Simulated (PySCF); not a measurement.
Ground-state electric properties of a mixed set of molecules.

All values: B3LYP/def2-SVPD (PySCF) at PBE0-D3(BJ)/def2-SVP geometries, gas phase, one conformer each. Core orbitals are frozen in the response; Δα² is half the sum of the squared differences of the principal polarisabilities. Atoms past krypton carry effective core potentials. The calculation is non-relativistic apart from the core potentials, for germanium too.

(1) Rank by HOMO energy, highest first.
A. `N#C[C@@H](O[SiH2]C[SiH3])C`
B. `C1CCCSCC1`
C. `CC(C)(C)c1cpco1`
D. `[SiH3][NH][GeH2][CH]1CC1`
E. `CC(=O)[O][Sn]([CH3])([CH3])[CH3]`

(2) Rank by polarisability anisotropy Δα, lowest first.
A. `[CH2:1]1[CH2:2][CH2:3][CH2:4][S:5][CH2:6][CH2:7]1` with C7–C1–C2–C3 92°, C1–C2–C3–C4 -70°, C2–C3–C4–S5 59°, C3–C4–S5–C6 -73° (thiepane)
B. `[SiH3:1][NH:2][GeH2:3][CH:4]1[CH2:5][CH2:6]1` with Si1–N2–Ge3–C4 61°, N2–Ge3–C4–C5 -149°
C. `[CH3:1][C@@H:2]([C:3]#[N:4])[O:5][SiH2:6][CH2:7][SiH3:8]` with C1–C2–O5–Si6 104°, C2–O5–Si6–C7 156°, O5–Si6–C7–Si8 -39°
D. `CC(C)(C)c1cpco1`
E. `[O:1]=[CH:2][SiH2:3][Cl:4]` with O1–C2–Si3–Cl4 177°
F. `[CH3][Sn]([CH3])([O]C(=O)C)[CH3]` (Sn(OAc)Me3)

(3) Rank by HOMO–LUMO gap, lowest first.
A. `c1c(C(C)(C)C)ocp1`
B. `C[C@@H](C#N)O[SiH2]C[SiH3]`
C. `[SiH2](C=O)Cl`
D. `CC(=O)[O][Sn]([CH3])([CH3])[CH3]`
E. `C1CCCSCC1`
F. `[SiH3][NH][GeH2][CH]1CC1`

Answers

(1) B (-6.02 eV), C (-6.42 eV), D (-6.83 eV), E (-7.37 eV), A (-8.40 eV).

(2) F (1.85 Å³), A (2.68 Å³), E (3.10 Å³), B (3.58 Å³), C (4.12 Å³), D (6.21 Å³).

(3) C (4.93 eV), A (5.46 eV), E (6.38 eV), F (6.69 eV), D (7.06 eV), B (7.93 eV).

All values together:

```
                          SMILES     formula  μ (D)  HOMO (eV)  LUMO (eV)  α (Å³)  Δα (Å³)  electrons  α per electron (Å³)  ΔSCF removal energy (eV)
        [SiH3][NH][GeH2][CH]1CC1  C3H11GeNSi   1.25      -6.83      -0.15   14.79     3.58         82                0.180                      8.78
                     O=C[SiH2]Cl    CH3ClOSi   0.93      -7.35      -2.42    8.42     3.10         48                0.176                      9.85
                 CC(C)(C)c1cpco1     C7H11OP   1.82      -6.42      -0.96   16.28     6.21         76                0.214                      8.44
      C[C@@H](C#N)O[SiH2]C[SiH3]  C4H11NOSi2   4.45      -8.40      -0.46   16.19     4.12         78                0.208                     10.26
CC(=O)[O][Sn]([CH3])([CH3])[CH3]   C5H12O2Sn   1.68      -7.37      -0.31   16.04     1.85        108                0.148                         –
                       C1CCCSCC1      C6H12S   1.79      -6.02       0.36   13.52     2.68         64                0.211                      8.29
```

Conformers: `[SiH3:1][NH:2][GeH2:3][CH:4]1[CH2:5][CH2:6]1` with Si1–N2–Ge3–C4 61°, N2–Ge3–C4–C5 -149°; `[O:1]=[CH:2][SiH2:3][Cl:4]` with O1–C2–Si3–Cl4 177°; `[CH3:1][C@@H:2]([C:3]#[N:4])[O:5][SiH2:6][CH2:7][SiH3:8]` with C1–C2–O5–Si6 104°, C2–O5–Si6–C7 156°, O5–Si6–C7–Si8 -39°; `CC(=O)[O][Sn]([CH3])([CH3])[CH3]`; `[CH2:1]1[CH2:2][CH2:3][CH2:4][S:5][CH2:6][CH2:7]1` with C7–C1–C2–C3 92°, C1–C2–C3–C4 -70°, C2–C3–C4–S5 59°, C3–C4–S5–C6 -73°.

A dash marks a removal energy that wasn't run or isn't settled.

Task: By how much does the ΔSCF value exceed −ε(HOMO) over the species that have both?

Result: By 1.87 to 2.50 eV, 2.12 eV on average, over 5 species.
